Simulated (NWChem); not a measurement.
Species: CH$_{3}$ClOSi; SMILES O=C[SiH2]Cl

```xyz
7

O      0.1607    -2.5572     0.0000
C      0.5933    -1.4195     0.0000
Si    -0.6828     0.0455     0.0000
Cl     0.3092     1.8777     0.0000
H      1.7106    -1.2093     0.0000
H     -1.5310    -0.0747    -1.2310
H     -1.5310    -0.0747     1.2310
```
Atoms are numbered in this order, from 1.

Level: PBE-D3(BJ)/def2-SVP (NWChem), optimised geometry, unscaled harmonic frequencies. 

| frequency (cm⁻¹) | IR intensity (km/mol) |
|---|---|
| 74 | 9.4 |
| 111 | 12.0 |
| 297 | 1.4 |
| 429 | 16.4 |
| 542 | 61.9 |
| 659 | 2.9 |
| 678 | 2.9 |
| 819 | 206.4 |
| 864 | 17.1 |
| 897 | 84.5 |
| 1319 | 12.7 |
| 1737 | 108.1 |
| 2178 | 49.1 |
| 2194 | 82.3 |
| 2743 | 138.6 |

```
Item                                                                               Result
-----------------------------------------------------------------------  ----------------
zero-point energy                                                           22.2 kcal/mol
thermal correction to the enthalpy at 298.15 K (with zero-point energy)     26.4 kcal/mol
heat capacity Cv                                                         17.7 cal/(mol K)
entropy at 298.15 K and 1 atm (symmetry number 1)                        77.0 cal/(mol K)
dipole moment                                                                      0.61 D
```

Rigid rotor and harmonic oscillator; modes under 100 cm⁻¹ make the entropy uncertain.
